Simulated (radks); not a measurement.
The numbers below are computed, except where a source is named.
Question: Isoelectronic series with 11 electrons, all held in the configuration [Ne] 3s1, which need not be the ground one along the series. Code: a radial shooting solver on a logarithmic mesh with Libxc functionals. Model: scalar-relativistic Kohn-Sham, PBE, spin-polarised, spherical densities, finite nucleus; open shells are filled with parallel spins first (spin-orbit coupling, left out, can overturn this in heavy ions); Fermi nuclear charge, rms radius of each element as measured or else 0.836 A^(1/3) + 0.57 fm. Total energies (hartree) and mean radii <r> (bohr) (* marks an orbital that is empty in some or all of the ions):

| ion | E (hartree) | 3p up* | 3s down* | 3s up | 2p down |
|---|---|---|---|---|---|
| Ni17+ | -1372.52370 | 0.5978 | 0.6063 | 0.6088 | 0.2112 |
| Zn19+ | -1595.78264 | 0.5442 | 0.5544 | 0.5565 | 0.1943 |
| Ge21+ | -1836.47326 | 0.4995 | 0.5106 | 0.5124 | 0.1800 |
| Se23+ | -2094.74604 | 0.4615 | 0.4732 | 0.4746 | 0.1675 |
| Kr25+ | -2370.76343 | 0.4288 | 0.4407 | 0.4419 | 0.1567 |
| Sr27+ | -2664.70129 | 0.4004 | 0.4122 | 0.4133 | 0.1471 |
| Zr29+ | -2976.74884 | 0.3755 | 0.3871 | 0.3881 | 0.1386 |
| Mo31+ | -3307.10770 | 0.3535 | 0.3647 | 0.3656 | 0.1310 |
| Ru33+ | -3655.99977 | 0.3338 | 0.3447 | 0.3455 | 0.1242 |
| Pd35+ | -4023.65904 | 0.3161 | 0.3266 | 0.3273 | 0.1180 |
| Cd37+ | -4410.33477 | 0.3002 | 0.3103 | 0.3109 | 0.1124 |
| Sn39+ | -4816.29842 | 0.2858 | 0.2953 | 0.2959 | 0.1072 |
| Te41+ | -5241.83208 | 0.2726 | 0.2817 | 0.2822 | 0.1025 |
| Xe43+ | -5687.24936 | 0.2605 | 0.2691 | 0.2696 | 0.09815 |
| Ba45+ | -6152.8742 | 0.2494 | 0.2575 | 0.2579 | 0.09414 |
| Ce47+ | -6639.0593 | 0.2392 | 0.2468 | 0.2472 | 0.09041 |
| Nd49+ | -7146.1787 | 0.2297 | 0.2368 | 0.2371 | 0.08695 |
| Sm51+ | -7674.6003 | 0.2209 | 0.2275 | 0.2278 | 0.08373 |
| Dy55+ | -8797.2082 | 0.2051 | 0.2106 | 0.2109 | 0.07788 |
| Er57+ | -9392.3370 | 0.1979 | 0.2030 | 0.2032 | 0.07523 |
| Yb59+ | -10010.6809 | 0.1912 | 0.1958 | 0.1960 | 0.07273 |

Estimate the row of Gd53+.

Answer: E (hartree) -8224.7963; 3p up* 0.2127; 3s down* 0.2188; 3s up 0.2191; 2p down 0.08071.
